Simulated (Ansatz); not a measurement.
`CO[Si](O)(F)F` + `N[SiH](O)F` → `O[SiH](F)N[Si](O)(F)F` + CH₃OH  (ligand exchange at the Si–O bond)

Gas-phase electronic energies from Ansatz, PBE0-D4/def2-TZVP geometries. CCSD(T)/CBS is the MP2 limit (def2-TZVPP, def2-QZVPP) plus CCSD(T) − MP2 in def2-TZVPP, frozen cores. This one scheme is used for every species. Each species was taken in one conformer, which may not be the lowest.

`CO[Si](O)(F)F`:

Z-matrix (Å, degrees):
```
C
O 1 1.416
H 1 1.094 2 111.2
H 1 1.093 2 110.8 3 -121.6
H 1 1.090 2 107.9 3 119.4
Si 2 1.609 1 126.0 3 51.5
F 6 1.583 2 109.4 1 -49.7
O 6 1.610 2 110.4 1 -173.4
F 6 1.576 2 112.3 1 66.9
H 8 0.957 6 118.5 2 37.0
```

`N[SiH](O)F`:

```xyz
8

N    -0.779    0.795   -0.410
Si    0.132   -0.577    0.007
O     1.587   -0.145    0.596
F    -0.766   -1.334    1.088
H    -1.785    0.764   -0.400
H    -0.431    1.480   -1.061
H     0.439   -1.555   -1.053
H     1.603    0.571    1.234
```

`O[SiH](F)N[Si](O)(F)F`:

```xyz
12

O     0.611   -1.179    2.271
Si   -0.381   -0.587    1.126
F    -0.932    0.867    1.513
N     0.580   -0.412   -0.270
Si    0.320    0.581   -1.624
O    -0.922    1.579   -1.380
F     1.667    1.338   -1.965
F    -0.018   -0.245   -2.925
H     0.229   -1.593    3.045
H    -1.592   -1.415    0.975
H     1.447   -0.933   -0.247
H    -1.009    1.998   -0.520
```

CH₃OH:

Cartesian coordinates in Å:
```
C -0.234 -0.029 -0.267
O 0.330 0.500 0.911
H -1.133 0.550 -0.479
H -0.526 -1.081 -0.155
H 0.439 0.058 -1.129
H 1.123 0.002 1.119
```

```json
{"level": "CCSD/def2-TZVPP", "ΔE (kJ/mol)": "36.0"}
{"level": "SCS-MP2/def2-QZVPP", "ΔE (kJ/mol)": "37.3"}
```

What does CCSD(T)/CBS give? (Best estimate.)

Computed: +34.3 kJ/mol. The listed levels differ from it by 1.7, 3.0 kJ/mol.

Largest T1 diagnostic among the species: 0.012.

In def2-TZVPP, CCSD(T) changes the Hartree–Fock value by −11.2 kJ/mol (the triples alone add −1.7 kJ/mol) and MP2 by −10.5 kJ/mol. The D4 term adds −6.3 kJ/mol with B3LYP and −3.6 kJ/mol with PBE0; it sums over pairs of atoms, weighted by their polarisabilities, and B3LYP, whose exchange is more repulsive, gets the larger term.

B3LYP here is the variant with VWN-RPA as its local correlation; programs differ in this.
